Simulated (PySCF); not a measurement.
Correlation energy of Ar (argon, neutral)

[Ar], closed-shell 1S. All numbers are calculated (PySCF 2.14, scalar relativity by spin-free X2C-1e, in ANO-RCC-VTZP (5s4p2d1f, 34 functions)). Frozen: [Ne]; 8 electrons correlated.

```
  level  correlation energy (mhartree)
   CCSD                        -228.64
    (T)                          -7.11
CCSD(T)                        -235.75
  CCSDT                        -236.17
```

Diagnostics: T1 = 0.0020, D1 = 0.0032, largest double amplitude 0.048.

Cost of the coupled-cluster step: of the order of 0.3 core-seconds, for 8 correlated electrons.

Iterations:

```
CC2 = 0
CCSD nocc = 4, nmo = 29
frozen orbitals [0, 1, 2, 3, 4]
max_cycle = 100
direct = 0
conv_tol = 1e-08
conv_tol_normt = 1e-06
diis_space = 8
diis_start_cycle = 0
Init t2, MP2 energy = -528.834628098331  E_corr(MP2) -0.209976715427815
Init E_corr(CCSD) = -0.209976715429384
cycle = 1  E_corr(CCSD) = -0.224913031574951  dE = -0.0149363161  norm(t1,t2) = 0.0217302
cycle = 2  E_corr(CCSD) = -0.227827023582077  dE = -0.00291399201  norm(t1,t2) = 0.00564094
cycle = 3  E_corr(CCSD) = -0.228664155700772  dE = -0.000837132119  norm(t1,t2) = 0.00168454
cycle = 4  E_corr(CCSD) = -0.22864380386997  dE = 2.03518308e-05  norm(t1,t2) = 0.000167165
cycle = 5  E_corr(CCSD) = -0.228638717823433  dE = 5.08604654e-06  norm(t1,t2) = 1.76176e-05
cycle = 6  E_corr(CCSD) = -0.228639554603137  dE = -8.36779705e-07  norm(t1,t2) = 4.62315e-06
cycle = 7  E_corr(CCSD) = -0.228639610034111  dE = -5.54309733e-08  norm(t1,t2) = 8.27765e-07
cycle = 8  E_corr(CCSD) = -0.228639589956616  dE = 2.00774947e-08  norm(t1,t2) = 1.77113e-07
cycle = 9  E_corr(CCSD) = -0.228639590970012  dE = -1.01339581e-09  norm(t1,t2) = 2.66454e-08
CCSD converged
E(CCSD) = -528.8532909738735  E_corr = -0.2286395909700118
CCSD(T) correction = -0.00711019432652151
```
